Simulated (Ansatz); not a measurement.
Start from `[OH][Ti]([F])([F])[SH]` and change one atom or group to get `[OH][Ti]([OH])([F])[F]`.

Ansatz, PBE0-D4/def2-TZVP geometries, multiplicity 1. Each molecule was computed in one conformer, which needn't be the lowest.

Scalar relativity is left out up to krypton.

```json
{"property": "HOMO energy (ωB97M-V/def2-TZVPP) / eV", "`[OH][Ti]([F])([F])[SH]`": "-10.11"}
{"property": "LUMO energy (B3LYP/def2-TZVPP) / eV", "`[OH][Ti]([F])([F])[SH]`": "-2.81"}
{"property": "size of the dipole moment (PBE/def2-TZVPP) / D", "`[OH][Ti]([F])([F])[SH]`": "1.85"}
{"property": "LUMO energy (PBE0/def2-TZVPP) / eV", "`[OH][Ti]([F])([F])[SH]`": "-2.53"}
{"property": "HOMO energy (PBE0/def2-TZVPP) / eV", "`[OH][Ti]([F])([F])[SH]`": "-7.96"}
{"property": "size of the dipole moment (ωB97M-V/def2-TZVPP) / D", "`[OH][Ti]([F])([F])[SH]`": "1.92"}
```

**Question.** Give the same properties after the change, and the shifts. (Best estimate.)

**Answer.** Computed: 
```csv
property,`[OH][Ti]([OH])([F])[F]`,shift
HOMO energy (ωB97M-V/def2-TZVPP) / eV,-12.39,-2.28
LUMO energy (B3LYP/def2-TZVPP) / eV,-2.46,0.35
size of the dipole moment (PBE/def2-TZVPP) / D,0.61,-1.24
LUMO energy (PBE0/def2-TZVPP) / eV,-2.13,0.40
HOMO energy (PBE0/def2-TZVPP) / eV,-9.94,-1.98
size of the dipole moment (ωB97M-V/def2-TZVPP) / D,0.62,-1.30
```

With PBE0 the HOMO falls by 1.98 eV and the LUMO rises by 0.40 eV, so the gap widens by about 2.38 eV. PBE moves the HOMO by -1.47 eV and ωB97M-V by -2.28 eV. Dipoles are sizes alone; their direction can turn.

B3LYP here is the variant with VWN-RPA as its local correlation; programs differ in this.
